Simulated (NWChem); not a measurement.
## Which level was it?

The species is C4H2Cl2Si (9 atoms), meant as a singlet with charge 0. As SMILES, `C#C[Si](Cl)(Cl)C#C`. The shape is that of a PBE0-D4/def2-TZVP optimisation.

```xyz
9

C     0.5893   -2.5178    0.4363
C     0.4206   -1.4392   -0.0735
Si    0.1660    0.1786   -0.8306
Cl   -1.1742    0.0040   -2.3492
Cl    1.9327    0.8553   -1.5746
C    -0.4598    1.3595    0.3816
C    -0.8775    2.1450    1.1940
H     0.7389   -3.4728    0.8865
H    -1.2474    2.8410    1.9122
```

A calculation with NWChem 7.3.0 gave:

The total energy is -1363.4936 Eh. The dipole moment is 2.62 D, the HOMO energy is -8.13 eV and the LUMO energy is -1.10 eV. The HOMO–LUMO gap is 7.03 eV. The largest force is 0.865 eV/Å.

Problem. Which of these levels gave the numbers?
A. HF/STO-3G
B. B3LYP/6-31G* (Cartesian functions)
C. HF/3-21G
D. B3LYP/6-31G* (spherical functions)

Solution. B. The others give -1363.4819 Eh (B3LYP/6-31G* (spherical functions)), -1345.5121 Eh (HF/STO-3G), -1353.7736 Eh (HF/3-21G).
